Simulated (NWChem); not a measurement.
Species: CH6N cation; SMILES [NH3+]C

```xyz
8

C      0.0000     0.0000     0.8146
N      0.0000     0.0000    -0.7025
H     -1.0168     0.1956     1.1548
H      0.6778     0.7828     1.1548
H      0.3391    -0.9784     1.1548
H     -0.6253    -0.7236    -1.0803
H      0.9394    -0.1797    -1.0803
H     -0.3140     0.9034    -1.0803
```
Atoms are numbered in this order, from 1.

Results from NWChem. Coordinates come from a B3LYP/6-31G* (spherical d) optimisation. GIAO values for the isolated, static molecule; σ is the absolute isotropic shielding, δ = σ(reference) − σ with the isolated reference molecule computed at the same levels (13C: tetramethylsilane, 1H: tetramethylsilane, 15N: ammonia).

For level PBE/pcSseg-1:

| Quantity | Result |
|---|---|
| δ N2 (ppm) | 50.5 |
| δ H6 (ppm) | 4.52 |

Task: How do the values read with level PBE0/pcSseg-1 instead?

Result: δ N2 (ppm): 44.7
δ H6 (ppm): 4.63
